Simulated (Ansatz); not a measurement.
Frontier orbitals of C2H8BCl2N (`C[NH2+][B-](C)(Cl)Cl`).

The species carries charge 0 and has multiplicity 1. Geometry: relaxed with PBE0-D4/def2-TZVP. It is one conformer, not always the lowest. Basis def2-TZVPP, Ansatz.

```json
{"functional": "PBE", "HOMO (eV)": "-6.41", "LUMO (eV)": "-0.81", "gap (eV)": "5.60"}
{"functional": "revPBE", "HOMO (eV)": "-6.35", "LUMO (eV)": "-0.72", "gap (eV)": "5.63"}
{"functional": "BLYP", "HOMO (eV)": "-6.24", "LUMO (eV)": "-0.83", "gap (eV)": "5.41"}
{"functional": "PBE0", "HOMO (eV)": "-7.78", "LUMO (eV)": "0.02", "gap (eV)": "7.80"}
{"functional": "BHLYP", "HOMO (eV)": "-9.01", "LUMO (eV)": "0.63", "gap (eV)": "9.64"}
{"functional": "ωB97M-V", "HOMO (eV)": "-10.05", "LUMO (eV)": "1.44", "gap (eV)": "11.49"}
```

Against PBE, PBE0 changes HOMO and LUMO by −1.37 and +0.83 eV, ωB97M-V by −3.65 and +2.25 eV. A gap of 5.60 eV thus becomes 11.49 eV for the same molecule, so an orbital gap means little without its functional. A positive LUMO is unbound and depends on the basis.
